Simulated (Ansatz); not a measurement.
Harmonic frequencies (cm⁻¹) at PBE0-D4/def2-TZVP from Ansatz: 339, 508, 700, 763, 812, 864, 896, 940, 1099, 1306, 1670, 2695, 2713, 2774, 3176.

**Question.** Which molecule is it?
A. `FC1=C[Se]1`
B. `O=C=C[SiH3]`
C. `B1BC1`
D. `O/C=[N]/[GaH2]`

**Answer.** C.
